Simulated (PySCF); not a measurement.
Molecule: `F[C@H]1[C@@H](C[S@@](C)=O)C1`, C₅H₉FOS.

Bonds (- single, = double, # triple, : aromatic): C1-S2, S2=O3, S2-C4, C4-C5, C5-C6, C6-C7, C7-F8, C7-C5. C1 carries H9, H10, H11; C4 carries H12, H13; C5 carries H14; C6 carries H15, H16; C7 carries H17. Stereochemistry as in C[S@@](=O)C[C@H]1C[C@H]1F. H16 is cis to C4 on the ring; H13 is pro-R; H12 is pro-S; H15 is trans to C4 on the ring.

Frames of a GFN2-xTB Langevin trajectory at 300 K; GIAO PBE0/pcSseg-1 shieldings in PySCF 2.14.0 with density-fitted response routines, gas phase, non-relativistic; equivalent atoms averaged within each frame.

Scale: 13C (186.93 ppm), 1H (31.72 ppm) vs TMS; CS2 for 33S (503.73 ppm); 17O (336.08 ppm) against H2O; 19F (170.95 ppm) vs CFCl3 (reference shieldings calculated alike). The references are static minima.

Problem. How do the shifts (ppm) fluctuate along the trajectory?

Solution. 
| time (fs) | C7 | C4 | C1 | C5 | C6 | S2 | O3 | F8 | H17 | H13 |
| --- | --- | --- | --- | --- | --- | --- | --- | --- | --- | --- |
| optimised geometry | 74.9 | 64.2 | 46.2 | 14.6 | 14.2 | 323 | 49.7 | -252.9 | 4.78 | 3.08 |
| 250 | 70.4 | 63.1 | 44.0 | 18.1 | 16.5 | 334 | 46.2 | -262.2 | 4.12 | 3.49 |
| 425 | 83.2 | 56.3 | 53.9 | 9.4 | 18.1 | 325 | 46.8 | -222.3 | 3.97 | 2.55 |
| 625 | 76.1 | 61.8 | 52.6 | 16.4 | 8.8 | 305 | 76.1 | -254.3 | 4.05 | 1.65 |
| 800 | 80.0 | 64.6 | 51.0 | 20.3 | 14.9 | 344 | 73.9 | -236.0 | 4.71 | 4.18 |
| 1000 | 72.6 | 75.1 | 40.3 | 13.1 | 18.8 | 367 | 75.5 | -258.4 | 4.02 | 4.48 |
| mean of frames | 76.4 | 64.2 | 48.4 | 15.5 | 15.4 | 335 | 63.7 | -246.6 | 4.17 | 3.27 |
| standard deviation | 5.2 | 6.9 | 5.9 | 4.3 | 4.0 | 23 | 15.7 | 16.9 | 0.31 | 1.17 |

5 frames give an uncertainty of the mean of about the standard deviation over 2.2 at best, since frames this close in time may not be independent; classical motion lacks zero-point vibration, and the reference would need the same averaging.
